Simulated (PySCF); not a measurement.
Molecule: 1,1-difluoro-2-vinylcyclopropane, C$_{5}$H$_{6}$F$_{2}$.

Geometry:
```json
{"atom": "C1", "x (Å)": "2.221", "y (Å)": "0.512", "z (Å)": "-0.431"}
{"atom": "C2", "x (Å)": "1.028", "y (Å)": "0.349", "z (Å)": "0.144"}
{"atom": "C3", "x (Å)": "-0.163", "y (Å)": "-0.176", "z (Å)": "-0.545"}
{"atom": "C4", "x (Å)": "-1.560", "y (Å)": "0.416", "z (Å)": "-0.243"}
{"atom": "C5", "x (Å)": "-1.199", "y (Å)": "-0.936", "z (Å)": "0.201"}
{"atom": "F6", "x (Å)": "-1.768", "y (Å)": "-1.999", "z (Å)": "-0.377"}
{"atom": "F7", "x (Å)": "-1.019", "y (Å)": "-1.168", "z (Å)": "1.508"}
{"atom": "H8", "x (Å)": "3.074", "y (Å)": "0.901", "z (Å)": "0.131"}
{"atom": "H9", "x (Å)": "2.389", "y (Å)": "0.260", "z (Å)": "-1.483"}
{"atom": "H10", "x (Å)": "0.897", "y (Å)": "0.606", "z (Å)": "1.202"}
{"atom": "H11", "x (Å)": "-0.015", "y (Å)": "-0.502", "z (Å)": "-1.580"}
{"atom": "H12", "x (Å)": "-2.254", "y (Å)": "0.514", "z (Å)": "-1.081"}
{"atom": "H13", "x (Å)": "-1.612", "y (Å)": "1.199", "z (Å)": "0.518"}
```

Spin–spin couplings on one PBE0-D3(BJ)/def2-SVP geometry, PySCF, gas phase, non-relativistic, equivalent pairs averaged (spin–dipole term only in couplings to heteroatoms); isotopes ¹³C, ¹⁹F, ¹H; basis pcJ-1.

Q: How do the couplings (Hz) change with the functional? Times are CPU seconds on 1 thread of an Arm Neoverse V1, shared host.

A: 
```tsv
functional	functions	¹J(C5,F6)	¹J(C5,F7)	¹J(C4,H12)	¹J(C1,H8)	¹J(C4,H13)	¹J(C3,H11)	¹J(C1,H9)	core-s
LDA	249	-379.8	-369.7	135.2	132.8	132.6	129.4	127.2	26
PBE	249	-395.1	-385.1	158.8	156.4	156.3	153.0	150.6	38
KT2	249	-410.2	-398.8	169.9	167.9	166.9	162.7	160.8	39
PBE0	249	-350.1	-341.4	163.4	162.2	160.9	157.9	156.1	56
B97-2	249	-346.0	-337.3	156.3	156.0	153.9	150.4	150.3	54
BHandHLYP	249	-302.8	-295.2	184.0	185.0	181.4	178.0	178.4	60
CAM-B3LYP	249	-337.0	-329.2	169.9	168.7	167.3	163.9	162.3	79
``` Left out for a near triplet instability: HF/pcJ-1.
